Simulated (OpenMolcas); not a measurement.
## Multiconfigurational calculation on Se III

Input:

```
&GATEWAY
Coord
1

Se 0.0 0.0 0.0
Basis=ANO-RCC-VQZP
Group=XYZ
NoMove
AngMom=0.0 0.0 0.0
AMFI
&SEWARD
* reference wave functions (RASSCF and RASSI steps not shown): 2 electrons in 3 orbitals (4p)
>>> COPY JOB001 $Project.JobIph
&CASPT2
Multistate=3 1 2 3
Frozen=3 6
IPEA=0.25
Imaginary=0.1
MaxIter=60
WThr=0.0 0.3 0.05
PrWF=0.5
NoMix
>>> COPY JOB002 $Project.JobIph
&CASPT2
Multistate=6 1 2 3 4 5 6
Frozen=3 6
IPEA=0.25
Imaginary=0.1
MaxIter=60
WThr=0.0 0.3 0.05
PrWF=0.5
NoMix
```

Output, cut to the results:

```
--- CASPT2 ---
Orbital specifications:
      -----------------------

      Symmetry species                           1   2
                                                ag  au
      Frozen orbitals                            3   6
      Inactive orbitals                          6   0
      Active orbitals                            0   3
      Secondary orbitals                        27  23
      Deleted orbitals                           0   0
      Number of basis functions                 36  32
Type of calculation                        MS-CASPT2
      Fock operator                              state-specific
      IPEA shift                                 0.25
      Real shift                                 0.00
      Imaginary shift                            0.10
      The input orbitals will be transformed to quasi-canonical
Reference energy:       -2426.8963450965
      E2 (Non-variational):      -0.1533049857
      Shift correction:          -0.0001412027
      E2 (Variational):          -0.1534461883
      Total energy:           -2427.0497912849
      Residual norm:              0.0000005368
      Reference weight:           0.96352
      Contributions to the CASPT2 correlation energy
      Active & Virtual Only:         -0.0061287476
      One Inactive Excited:          -0.0558938280
      Two Inactive Excited:          -0.0912824101
Reference energy:       -2426.8963450964
      E2 (Non-variational):      -0.1533049857
      Shift correction:          -0.0001412027
      E2 (Variational):          -0.1534461884
      Total energy:           -2427.0497912848
      Residual norm:              0.0000005368
      Reference weight:           0.96352
      Contributions to the CASPT2 correlation energy
      Active & Virtual Only:         -0.0061287476
      One Inactive Excited:          -0.0558938280
      Two Inactive Excited:          -0.0912824101
::    CASPT2 Root  1     Total energy:  -2427.04979128
::    CASPT2 Root  2     Total energy:  -2427.04979128
::    CASPT2 Root  3     Total energy:  -2427.04979128
::    MS-CASPT2 Root  1     Total energy:  -2427.04979128
::    MS-CASPT2 Root  2     Total energy:  -2427.04979128
::    MS-CASPT2 Root  3     Total energy:  -2427.04979128
--- CASPT2 ---
Orbital specifications:
      -----------------------

      Symmetry species                           1   2
                                                ag  au
      Frozen orbitals                            3   6
      Inactive orbitals                          6   0
      Active orbitals                            0   3
      Secondary orbitals                        27  23
      Deleted orbitals                           0   0
      Number of basis functions                 36  32
Type of calculation                        MS-CASPT2
      Fock operator                              state-specific
      IPEA shift                                 0.25
      Real shift                                 0.00
      Imaginary shift                            0.10
      The input orbitals will be transformed to quasi-canonical
Reference energy:       -2426.8388493017
      E2 (Non-variational):      -0.1664914667
      Shift correction:          -0.0001949541
      E2 (Variational):          -0.1666864208
      Total energy:           -2427.0055357225
      Residual norm:              0.0000003257
      Reference weight:           0.95604
      Contributions to the CASPT2 correlation energy
      Active & Virtual Only:         -0.0155933265
      One Inactive Excited:          -0.0592053395
      Two Inactive Excited:          -0.0916928007
Reference energy:       -2426.8388493017
      E2 (Non-variational):      -0.1664906474
      Shift correction:          -0.0001949449
      E2 (Variational):          -0.1666855923
      Total energy:           -2427.0055348940
      Residual norm:              0.0000003257
      Reference weight:           0.95604
      Contributions to the CASPT2 correlation energy
      Active & Virtual Only:         -0.0155925432
      One Inactive Excited:          -0.0592053384
      Two Inactive Excited:          -0.0916927659
::    CASPT2 Root  1     Total energy:  -2427.00553572
::    CASPT2 Root  2     Total energy:  -2427.00553489
::    CASPT2 Root  3     Total energy:  -2427.00553489
::    CASPT2 Root  4     Total energy:  -2427.00553491
::    CASPT2 Root  5     Total energy:  -2427.00506262
::    CASPT2 Root  6     Total energy:  -2426.93581861
::    MS-CASPT2 Root  1     Total energy:  -2427.00553702
::    MS-CASPT2 Root  2     Total energy:  -2427.00553572
::    MS-CASPT2 Root  3     Total energy:  -2427.00553491
::    MS-CASPT2 Root  4     Total energy:  -2427.00553288
::    MS-CASPT2 Root  5     Total energy:  -2427.00510272
::    MS-CASPT2 Root  6     Total energy:  -2426.93577839
```

Levels above the lowest, from the spin-orbit matrix with the single-state CASPT2 energies, averaged by term, on its diagonal:

| Configuration | Term | J | E (cm⁻¹) | Measured (cm⁻¹) | g | Term weight % |
| --- | --- | --- | --- | --- | --- | --- |
| 4s² 4p² | ³P | 0 | 0.0 | 0.0 |  | 99 |
| 4s² 4p² | ³P | 1 | 1521 | 1741 | 1.501 | 100 |
| 4s² 4p² | ³P | 2 | 3520 | 3937 | 1.485 | 97 |
| 4s² 4p² | ¹D | 2 | 12690 | 13032 | 1.016 | 97 |
| 4s² 4p² | ¹S | 0 | 28060 |  |  | 99 |

Against the 3 measured excited levels shown (Moore, Atomic Energy Levels, vol. II, NSRDS-NBS 35 (1971 reprint of NBS Circular 467, 1952)) the mean absolute deviation is 320 cm-1; the largest miss in energy is 4s² 4p² ³P₂: computed 3520, measured 3937 cm⁻¹ (-10.5 %).

CASPT2 does not keep the components of a term degenerate, so their means are used; among the terms shown or strongly mixed into the levels shown the widest spread is 100 cm-1 (4s² 4p² ¹D). With the s shell closed, the reference lacks s² → p² mixing. Measured partners are found by configuration, term and J. A level has none where our copy of the source lacks it or the pairing is in doubt (some pairs that miss far off the trend of their configuration count as doubtful), and it then counts in no deviation. Only configurations of the active space appear.

The term weight is that of the spin-free term in the level, not the purity of its configuration.
